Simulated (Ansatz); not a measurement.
Input file for C₃H₅ClSi, SMILES `[SiH3]C1=CC1Cl`:

```yaml
crystal:
  periodic: [false, false, false]
  atoms:
    - {symbol: Si, position_ang: [-0.995810, -0.948286, 1.001337]}
    - {symbol: C, position_ang: [0.250426, -0.102807, -0.062331]}
    - {symbol: C, position_ang: [1.474122, 0.171080, -0.422813]}
    - {symbol: C, position_ang: [0.449349, 0.912446, -1.130300]}
    - {symbol: Cl, position_ang: [0.179995, 2.647381, -0.757887]}
    - {symbol: H, position_ang: [-1.921337, -1.714014, 0.129387]}
    - {symbol: H, position_ang: [-0.309603, -1.866598, 1.942798]}
    - {symbol: H, position_ang: [-1.755767, 0.083743, 1.746928]}
    - {symbol: H, position_ang: [2.531568, 0.023965, -0.276907]}
    - {symbol: H, position_ang: [0.180256, 0.742089, -2.167311]}
basis:
  gaussian: {orbitals: def2-TZVPP}
correlation: {method: ccsd_t}
```

```sh
$ ansatz run in.yaml --threads 4 --pin off --events-out ev --progress --plain --max-ram 10444MiB
```

Log, shortened:

```
Functional definition: HF
1450 factors; integrals over basis functions are off by at most 1.1e-3 eV
mean field evaluation 1: about -23532.8356 eV, gradient 2.8e1 eV
mean field evaluation 2: about -23533.1370 eV, gradient 2.8e1 eV
mean field evaluation 4: about -23535.7683 eV, gradient 3.8e0 eV
mean field evaluation 8: about -23535.8204 eV, gradient 2.6e-1 eV
mean field -23535.82082418 eV, -864.9254621364 hartree, gradient 2.5e-6 eV, S^2 0.000000; 0 other end points of the search recorded, 0 dependent functions left out
13 core orbitals not correlated: weight in the atoms' cores, before any rotation towards them, 1.000 or more for the frozen orbitals, at most 0.000 for the correlated occupied ones
reference -23535.82082418 eV, -864.9254621364 hartree; 14, 14 occupied and 220, 220 virtual orbitals, 1450 factors
second order -21.40642360 eV of doubles, -0.00000000 eV of singles
cycle   1  -21.97397726 eV  change   -5.7e-1 eV  update   1.0e-1
cycle   2  -22.59569123 eV  change   -6.2e-1 eV  update   3.1e-2
cycle   3  -22.70071367 eV  change   -1.1e-1 eV  update   1.4e-2
cycle   4  -22.69376039 eV  change    7.0e-3 eV  update   3.6e-3
cycle   5  -22.69475349 eV  change   -9.9e-4 eV  update   1.5e-3
cycle   6  -22.69512747 eV  change   -3.7e-4 eV  update   3.9e-4
cycle   7  -22.69499775 eV  change    1.3e-4 eV  update   1.6e-4
cycle   8  -22.69501273 eV  change   -1.5e-5 eV  update   5.0e-5
cycle   9  -22.69502667 eV  change   -1.4e-5 eV  update   2.0e-5
perturbative correction -1.07535174 eV, -0.0395184475 hartree
Total energy: -23559.59120260 eV, -865.7990074309 hartree
```

Run time 28 s (4 threads of an AMD EPYC 9R45 on a shared host); peak host memory 4.9 GiB.

Correlation energy per correlated electron: -0.849 eV. T1 diagnostic: 0.0107.
